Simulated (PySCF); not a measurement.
Electron correlation in Ti (titanium, neutral)

[Ar] 3d2 4s2, high-spin 3F determinant. Computed with PySCF 2.14 in x2c-QZVPPall with one added diffuse shell each of s, p, d, f, g type (12s8p6d4f3g, 121 functions), with the spin-free X2C one-electron Hamiltonian (Gaussian nucleus). Frozen: [Ar]; 4 electrons correlated.

MP2 pair energies summed by pair of shells (mhartree):

```
 pair  energy  share (%)
4s-4s  -21.80       51.8
3d-4s  -15.01       35.7
3d-3d   -5.28       12.5
```

Total MP2 correlation energy: -42.09 mhartree.

Same-spin part -11.19 and opposite-spin part -30.90 mhartree; SCS-MP2 scales them by 1/3 and 6/5 to -40.81 mhartree.
